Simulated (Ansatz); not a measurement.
The cluster Si₂S₂⁻. Total charge -1; doublet. Geometry PBE0-D4/def2-TZVPD; atoms count from 1.

Cartesian coordinates in Å:
```
Si 1.512 0.132 -0.089
Si -1.512 -0.132 0.089
S 0.055 -1.261 -0.940
S -0.055 1.261 0.940
```

The structure comes from a short search, and lower isomers may exist.

(1) Estimate the Mulliken populations from the PBE0/def2-TZVPD orbitals of Ansatz.

(2) Where does the spin sit?

(3) And the Mayer bond orders between heavy atoms (over 0.3)?

Answers

(1) 
```csv
atom,charge (e),spin (α − β)
Si1,-0.11,0.56
Si2,-0.11,0.55
S3,-0.39,-0.06
S4,-0.39,-0.06
```
Mulliken values depend strongly on the basis. With diffuse functions, as here, like atoms can get unlike values, and bond orders can come out too low or too high.

(2) Summed by element: Si 1.11, S -0.11, of 1 unpaired in all. Largest on single atoms: Si1 0.56, Si2 0.55, S3 -0.06.

(3) Si1–S3 1.03 (2.19 Å); Si1–S4 1.03 (2.19 Å); Si2–S3 1.03 (2.19 Å); Si2–S4 1.03 (2.19 Å).
